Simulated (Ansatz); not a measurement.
CH6N2O2Si (`N=C(O)[SiH](N)O`), relaxed with RKS PBE0-D4/def2-TZVP in Ansatz 0.2.0 from a PBE-D4/def2-SVP geometry. The force threshold is 0.005 eV/Å; the program also tests the step.

Charge 0, multiplicity 1.

Start:

```xyz
12

N    -1.745   -1.132   -0.053
C    -0.476   -1.043    0.098
O     0.207   -2.070    0.685
Si    0.673    0.413   -0.377
N    -0.329    1.823   -0.418
O     1.893    0.422    0.784
H    -2.098   -0.271   -0.503
H    -0.472   -2.753    0.896
H     1.231    0.275   -1.764
H    -0.736    2.182    0.450
H    -0.082    2.591   -1.046
H     1.933   -0.438    1.246
```

Question: By how much does the energy fall, and how many steps does the optimiser take? (Estimate.)

Answer: Ansatz gave: 0.09 eV, in 14 steps, 1 of them rejected.

Question: Which bonds change most? (Best estimate.)

Answer: The calculation gave: Si4–O6 from 1.684 to 1.642 Å; Si4–N5 from 1.730 to 1.700 Å; Si4–H9 from 1.501 to 1.483 Å; N1–C2 from 1.281 to 1.264 Å.

Question: Give the relaxed structure. (An estimate is asked.)

Answer: Computed: 
```xyz
12

N    -1.731   -1.119   -0.065
C    -0.480   -1.040    0.102
O     0.182   -2.079    0.663
Si    0.659    0.415   -0.346
N    -0.294    1.822   -0.392
O     1.844    0.440    0.790
H    -2.088   -0.267   -0.489
H    -0.478   -2.766    0.847
H     1.204    0.246   -1.715
H    -0.712    2.206    0.440
H    -0.107    2.536   -1.076
H     2.000   -0.394    1.240
```
